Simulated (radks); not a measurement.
Results of a calculation; reference values are marked as such.
Q: All-electron atom: Si+ in [Ne] 3s2 3p1. Level of theory: Dirac Kohn-Sham, LDA (Slater exchange, Perdew-Wang correlation), spin-unpolarised, spherical densities, point nucleus; open shells fill j = l - 1/2 first (a radial shooting solver on a logarithmic mesh with Libxc functionals). Some entries of the table are withheld. Estimate them.

orbital  occ.  eigenvalue (hartree)  <1/r> (bohr^-1)  r(max) (bohr)
1s1/2       2             -65.70797            13.59        0.07284
2s1/2       2              -5.44698              (1)         0.4558
2p1/2       2                   (2)              (3)         0.3858
2p3/2       4                   (4)              (5)         0.3875
3s1/2       2              -0.70168           0.6648            (6)
3p1/2       1                   (7)           0.5491          2.013
3p3/2       0                   (8)           0.5474          2.019

A: 
(1) 2s1/2 <1/r> (bohr^-1): 2.574
(2) 2p1/2 eigenvalue (hartree): -3.87825
(3) 2p1/2 <1/r> (bohr^-1): 2.470
(4) 2p3/2 eigenvalue (hartree): -3.85446
(5) 2p3/2 <1/r> (bohr^-1): 2.456
(6) 3s1/2 r(max) (bohr): 1.735
(7) 3p1/2 eigenvalue (hartree): -0.43245
(8) 3p3/2 eigenvalue (hartree): -0.43088
